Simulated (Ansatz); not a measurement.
Ansatz (an electronic-structure program) input for H5O4Si, SMILES O[Si](O)(O)[OH2+], charge +1, PBE/def2-SVPD. Geometry optimised at PBE0-D3(BJ)/def2-SVP. The isomer is the one that the SMILES or the coordinates give; other isomers of the formula were not compared. The values are those of a single conformer.

Ansatz 0.2 input:
```yaml
crystal:
  periodic: [false, false, false]
  atoms:
    - {symbol: O, position_ang: [0.42801547, -0.33944658, 1.59292112]}
    - {symbol: Si, position_ang: [0.19788985, -0.05662123, 0.03140217]}
    - {symbol: O, position_ang: [0.05664356, -1.28089659, -1.00466887]}
    - {symbol: O, position_ang: [0.90018122, 1.30234073, -0.45782188]}
    - {symbol: O, position_ang: [-1.56782840, 0.40109666, -0.15017288]}
    - {symbol: H, position_ang: [0.25233802, -1.17434596, 2.04199004]}
    - {symbol: H, position_ang: [0.77973851, -1.71995710, -1.46691235]}
    - {symbol: H, position_ang: [1.59437047, 1.74864581, 0.04211069]}
    - {symbol: H, position_ang: [-1.86259533, 1.32279356, -0.04512984]}
    - {symbol: H, position_ang: [-2.07040414, -0.04919305, -0.85374874]}
basis:
  gaussian:
    orbitals: def2-SVPD
hamiltonian:
  xc: {name: PBE}
total_charge: 1
```

Output:

```
WARN ansatz: RAYON_NUM_THREADS=1 ignored (pool sized by the plan → 1); use --threads N
Functional definition: PBE
integrals: 0.08 GiB planned
1288 factors; their error is unknown
mean field: 0.59 GiB planned
mean field evaluation 1: about -16092.0569 eV, gradient 1.4e2 eV
mean field evaluation 2: about -15996.3870 eV, gradient 2.5e2 eV
mean field evaluation 4: about -16123.2386 eV, gradient 2.1e1 eV
mean field evaluation 8: about -16123.9912 eV, gradient 5.2e-2 eV
mean field evaluation 16: about -16123.9417 eV, gradient 3.6e-5 eV
mean field -16123.94166057 eV, -592.5439268259 hartree, gradient 3.6e-5 eV, S^2 0.000000; 0 other end points of the search recorded, 0 dependent functions left out
reference -16123.94171638 eV, -592.5439288769 hartree; 25, 25 occupied and 131, 131 virtual orbitals, 1288 factors
Total energy: -16123.94171638 eV, -592.5439288769 hartree
```

The calculation finished and met its thresholds.

Cost: very roughly 2.7 core-seconds.
